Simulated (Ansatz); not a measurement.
Species: Br (charge -1, singlet).

Basis-set convergence of Hartree-Fock and CCSD(T) correlation energies (hartree) with Ansatz (an electronic-structure program). Valence correlation only, unless marked. No spin-orbit coupling. The frozen core is the preceding noble-gas configuration, with the filled d and f shells of earlier blocks. No relativistic terms. This anion needs diffuse functions, which these sets lack.

```
basis       functions        E(HF)  E(corr, CCSD(T))
----------  ---------  -----------  ----------------
def2-SVP           32  -2572.14991          -0.13224
def2-TZVPP         48  -2572.48103          -0.18994
def2-QZVPP         89   (withheld)        (withheld)
```

Question: Some entries are withheld; supply them.

Answer: 
- def2-QZVPP, E(HF): -2572.53359
- def2-QZVPP, E(corr, CCSD(T)): -0.21115
